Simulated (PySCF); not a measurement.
A small calculation by hand: oscillator strength and radiative lifetime

Ge(F)(OMe) (CH₃FGeO), SMILES C[O][Ge][F] (connectivity only; charge and spin as stated), neutral, multiplicity 1.

Geometry: PBE0-D3(BJ)/def2-SVP. One conformer was computed; it need not be the lowest.

TDA-LC-ωPBE/def2-SVPD (PySCF 2.14.0) puts the first singlet state with f over 0.02 at 5.52 eV (vertical), with the transition dipole (0.000, 0.000, -0.855) in atomic units.

Task: Find the oscillator strength, the wavelength and the radiative lifetime that this transition would have in vacuum if emission retraced absorption.

Result: 
|μ|² = 0.7310 au, so |μ| = 2.17 D. ΔE = 5.52/27.211 = 0.2029 hartree. f = (2/3) ΔE |μ|² = 0.099 (the program prints 0.099).
λ = 1239.84/5.52 = 225 nm; ν = 44522 cm⁻¹.
Einstein's coefficient A = 0.6670 ν² f s⁻¹ (ν in cm⁻¹) = 1.3e8 s⁻¹, so τ = 1/A = 7.7 ns. This state is S1. The figure is the radiative limit of this one transition; relaxation, internal conversion, crossing to triplets and a medium change what is measured.
